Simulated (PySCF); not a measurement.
A structure optimised at PBE-D3(BJ)/def2-SVP, used in a PySCF frequency run:

```xyz
14

C      2.9675    -0.2104     0.0000
C      1.7036     0.1605     0.0000
C      0.4336     0.5262     0.0000
C     -0.7314    -0.3977     0.0000
C     -1.9956    -0.0134    -0.7523
C     -1.9956    -0.0134     0.7523
H      3.5235    -0.3723     0.9408
H      3.5235    -0.3723    -0.9408
H      0.1995     1.6091     0.0000
H     -0.4653    -1.4666     0.0000
H     -2.5374    -0.8114    -1.2833
H     -1.9992     0.9572    -1.2734
H     -2.5374    -0.8114     1.2833
H     -1.9992     0.9572     1.2734
```
Charge 0, spin multiplicity 1.

### Question
Write its SMILES, formula and point group.

### Answer
C=C=CC1CC1, C6H8, Cs

### Question
What are its rotational constants (standard atomic weights)?

### Answer
13.936, 1.6540, 1.6135 GHz
